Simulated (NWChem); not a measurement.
germanium monotelluride (GeTe, singlet); SMILES [Ge]=[Te]

All runs: NWChem. Low-valent species are run as closed-shell singlets; no triplet was tried in these runs. Coordinates come from a PBE0/def2-SVP optimisation. def2 effective core potentials on Te; no spin-orbit coupling. Total energies compare along this basis series because the functional is fixed.

| level | basis functions | energy (Ha) | highest occupied level (eV) | orbital gap (eV) | dipole (D) | relative time |
|---|---|---|---|---|---|---|
| Hartree-Fock/def2-SVP | 58 | -2342.1313 | -8.84 | 9.03 | 1.87 | 1 |
| Hartree-Fock/def2-SVPD | 73 | -2342.1333 | -8.89 | 8.97 | 1.91 | 1 |
| Hartree-Fock/def2-TZVP | 98 | -2342.4043 | -8.84 | 9.03 | 1.96 | 3 |
| Hartree-Fock/def2-TZVPD | 113 | -2342.4054 | -8.87 | 8.92 | 1.97 | 4 |
| Hartree-Fock/def2-TZVPP | 98 | -2342.4043 | -8.84 | 9.03 | 1.96 | 3 |
| Hartree-Fock/def2-QZVP | 157 | -2342.4472 | -8.87 | 8.91 | 1.97 | 20 |

Relative times are rough (shared machine, one core).
